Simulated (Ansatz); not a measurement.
trans-Mg(H2O)2(hfac)2 (C₁₀H₆F₁₂MgO₆). Total charge 0; singlet. Geometry r2SCAN-D4/def2-SVP.

```xyz
35

C     2.097    0.586   -2.024
C     3.454    1.256   -2.295
C     1.531   -0.223   -3.024
C     0.275   -0.825   -2.843
C    -0.318   -1.659   -3.991
C    -2.097   -0.586    2.024
C    -3.452   -1.260    2.297
C    -1.531    0.221    3.025
C    -0.275    0.825    2.843
C     0.316    1.660    3.989
F     4.353    0.847   -1.392
F     3.333    2.587   -2.188
F     3.939    0.982   -3.515
F    -1.501   -1.150   -4.360
F    -0.516   -2.919   -3.583
F     0.473   -1.695   -5.074
F    -3.329   -2.589    2.187
F    -4.354   -0.850    1.396
F    -3.935   -0.989    3.518
F     1.504    1.158    4.353
F    -0.470    1.690    5.076
F     0.506    2.922    3.583
Mg   -0.001    0.001    0.000
O    -1.155    1.738   -0.417
O     1.154   -1.736    0.416
O     1.619    0.851   -0.892
O    -0.466   -0.761   -1.830
O    -1.621   -0.850    0.892
O     0.464    0.764    1.828
H    -1.768    1.625   -1.159
H    -0.617    2.514   -0.637
H     0.618   -2.511    0.638
H     1.769   -1.621    1.155
H     2.060   -0.359   -3.966
H    -2.058    0.355    3.968
```

Single mean-field runs in def2-SVP, def2-TZVP are fitted with def2-universal-jkfit. Another isomer (singlet) lies 0.04 eV lower at PBE0-D4/def2-TZVP; other spin states weren't run for this one.

(1) Estimate the orbital energies around the gap (eV) in Ansatz with HF/STO-3G, PBE-D4/def2-SVP, r2SCAN-D4/def2-TZVP, PBE0-D4/def2-SVP, PBE0-D4/def2-TZVP.

Results:

(1) 
| orbital | HF/STO-3G | PBE-D4/def2-SVP | r2SCAN-D4/def2-TZVP | PBE0-D4/def2-SVP | PBE0-D4/def2-TZVP |
| --- | --- | --- | --- | --- | --- |
| HOMO−9 | -12.22 | -9.36 | -10.05 | -11.27 | -11.35 |
| HOMO−8 | -12.12 | -9.33 | -10.01 | -11.22 | -11.30 |
| HOMO−7 | -11.82 | -9.02 | -9.69 | -11.01 | -11.13 |
| HOMO−6 | -11.81 | -8.97 | -9.66 | -10.96 | -11.09 |
| HOMO−5 | -9.69 | -7.49 | -8.13 | -9.41 | -9.52 |
| HOMO−4 | -9.67 | -7.35 | -8.00 | -9.28 | -9.38 |
| HOMO−3 | -8.34 | -6.51 | -7.10 | -8.35 | -8.43 |
| HOMO−2 | -8.14 | -6.43 | -7.04 | -8.27 | -8.37 |
| HOMO−1 | -6.26 | -6.33 | -6.79 | -7.56 | -7.66 |
| HOMO | -6.15 | -6.28 | -6.75 | -7.51 | -7.61 |
| LUMO | 5.64 | -3.16 | -3.36 | -2.47 | -2.61 |
| LUMO+1 | 5.66 | -3.03 | -3.24 | -2.33 | -2.48 |
| LUMO+2 | 10.10 | -0.98 | -0.75 | -0.13 | -0.58 |
| LUMO+3 | 10.24 | -0.52 | -0.35 | 0.45 | -0.03 |
| LUMO+4 | 12.07 | 0.12 | 0.11 | 1.19 | 1.02 |
| LUMO+5 | 13.49 | 0.24 | 0.26 | 1.32 | 1.04 |
